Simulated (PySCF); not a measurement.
# Radial density of Ru³⁺ (ruthenium, charge +3)

UHF, [Kr] 4d5, high-spin 6S determinant. All numbers are calculated (PySCF 2.14, scalar relativity by spin-free X2C-1e, in x2c-TZVPPall).

```json
{"r (bohr)": "0.0352", "4πr²ρ (e/bohr)": "50.62", "4πr²(ρα − ρβ)": "-0.0023"}
{"r (bohr)": "0.0592", "4πr²ρ (e/bohr)": "50.90", "4πr²(ρα − ρβ)": "0.0102"}
{"r (bohr)": "0.0996", "4πr²ρ (e/bohr)": "69.72", "4πr²(ρα − ρβ)": "0.1463"}
{"r (bohr)": "0.167", "4πr²ρ (e/bohr)": "49.82", "4πr²(ρα − ρβ)": "0.6581"}
{"r (bohr)": "0.282", "4πr²ρ (e/bohr)": "52.64", "4πr²(ρα − ρβ)": "0.8747"}
{"r (bohr)": "0.474", "4πr²ρ (e/bohr)": "33.22", "4πr²(ρα − ρβ)": "-0.0121"}
{"r (bohr)": "0.797", "4πr²ρ (e/bohr)": "13.35", "4πr²(ρα − ρβ)": "2.1857"}
{"r (bohr)": "1.34", "4πr²ρ (e/bohr)": "9.460", "4πr²(ρα − ρβ)": "3.9175"}
{"r (bohr)": "2.25", "4πr²ρ (e/bohr)": "1.247", "4πr²(ρα − ρβ)": "0.9623"}
{"r (bohr)": "3.79", "4πr²ρ (e/bohr)": "0.02209", "4πr²(ρα − ρβ)": "0.0218"}
{"r (bohr)": "6.38", "4πr²ρ (e/bohr)": "1.500e-05", "4πr²(ρα − ρβ)": "0.0000"}
```

Densities and radii are taken from the X2C orbitals without a picture-change correction, which distorts them close to the nucleus.

Problem. Where is the radial spin density 4πr²(ρα − ρβ) most negative, and why is it negative at all?

Solution. Around r = 0.474 bohr, down to -0.0121 e/bohr: exchange with the open shell polarises the paired shells in an unrestricted calculation.
